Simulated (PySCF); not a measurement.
**Correlation energy of Sn⁺ (tin, charge +1)**

[Kr] 4d10 5s2 5p1, 2P determinant. Calculation: PySCF 2.14, in x2c-QZVPPall (13s9p7d4f1g, 112 functions); the spin-free X2C one-electron Hamiltonian (Gaussian nucleus). Frozen: [Kr] 4d10; 3 electrons correlated.

MP2 pair energies summed by pair of shells (mhartree):

| pair | energy | share (%) |
| --- | --- | --- |
| 5s-5s | -19.16 | 56.0 |
| 5s-5p | -15.03 | 44.0 |

Total MP2 correlation energy: -34.19 mhartree.

Same-spin part -2.30 and opposite-spin part -31.89 mhartree; SCS-MP2 scales them by 1/3 and 6/5 to -39.04 mhartree.
